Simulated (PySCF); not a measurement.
**Excitation energy of Sn²⁺ by level of theory**

Sn²⁺ [Kr] 4d10 5s2 (1S) → Sn²⁺ [Kr] 4d10 5s1 5p1 (3P), as a difference of total energies. Computed with PySCF 2.14 in aug-cc-pVQZ-DK3, with the spin-free X2C one-electron Hamiltonian (Gaussian nucleus). Correlated levels: valence: [Kr] 4d10 frozen. The calculations carry no spin-orbit coupling.

| method | excitation energy (eV) |
| --- | --- |
| UHF | 5.610 |
| MP2 (valence) | 6.249 |
| SCS-MP2 (valence) | 6.430 |
| CCSD (valence) | 6.454 |

Problem. How much does correlation contribute at MP2 (valence)?

Solution. 6.249 − (5.610) = 0.639 eV, measured against UHF.

A first-order spin-orbit estimate (lowest level to lowest level, LS coupling) adds -0.413 eV.

With two correlated electrons CCSD is exact in that space.
